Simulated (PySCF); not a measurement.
**Indirect couplings**

Geometry:
| atom | x (Å) | y (Å) | z (Å) |
| --- | --- | --- | --- |
| C1 | -1.970 | -0.215 | -0.190 |
| C2 | -0.659 | 0.260 | 0.415 |
| C3 | 0.561 | -0.225 | -0.361 |
| C4 | 1.856 | 0.254 | 0.257 |
| Br5 | 3.415 | -0.362 | -0.732 |
| H6 | -2.022 | -1.315 | -0.215 |
| H7 | -2.085 | 0.144 | -1.225 |
| H8 | -2.835 | 0.147 | 0.387 |
| H9 | -0.586 | -0.084 | 1.462 |
| H10 | -0.648 | 1.364 | 0.460 |
| H11 | 0.564 | -1.327 | -0.405 |
| H12 | 0.505 | 0.124 | -1.406 |
| H13 | 1.923 | 1.351 | 0.271 |
| H14 | 1.984 | -0.117 | 1.282 |

Couplings: B3LYP/pcJ-1 (pcSseg-1 on Br) (without the spin–dipole term) in PySCF, geometry PBE0-D3(BJ)/def2-SVP; gas phase, one conformer, non-relativistic. Couplings are averaged over pairs made equivalent by symmetry, fast rotation or ring inversion, so a value needn't be that of the named pair in this geometry, while other rotamers aren't included; one pair stands for each set, and the list holds a selection of those of at least 0.8 Hz over up to four bonds.

Isotopes: 13C, 1H.

```tsv
pair	bonds	J (Hz)
C1, C2	1	?
C1, H6	1	132.4
C2, C3	1	34.6
C2, H9	1	130.3
C3, C4	1	?
C3, H11	1	?
C4, H13	1	155.2
C1, H9	2	-3.7
C2, C4	2	?
C2, H11	2	-3.7
C3, H9	2	-3.4
C3, H13	2	-2.1
C4, H11	2	-6.1
H6, H7	2	?
H11, H12	2	-14.0
H13, H14	2	-10.6
C1, C4	3	8.1
C1, H11	3	2.8
C2, H13	3	?
C3, H6	3	6.1
C4, H9	3	?
H6, H9	3	?
H9, H11	3	4.4
H9, H12	3	15.2
H11, H13	3	15.5
H11, H14	3	5.5
```

Task: Estimate the withheld couplings, with signs.

Result: 
- 1J(C1,C2) = 37.1 Hz (bond length 1.520 Å)
- 1J(C3,C4) = 37.6 Hz (bond length 1.512 Å)
- 1J(C3,H11) = 135.4 Hz (bond length 1.103 Å, sp3 carbon)
- 2J(C2,C4) = 1.9 Hz (angle at C3 112°)
- 2J(H6,H7) = -14.0 Hz
- 3J(C2,H13) = 2.0 Hz (dihedral angle 61°)
- 3J(C4,H9) = 3.1 Hz (dihedral angle 58°)
- 3J(H6,H9) = 8.3 Hz (mean over equivalent pairs that range from 3.9 to 16.6 Hz in this conformer)

Relativistic effects of the heavier atoms present are left out.
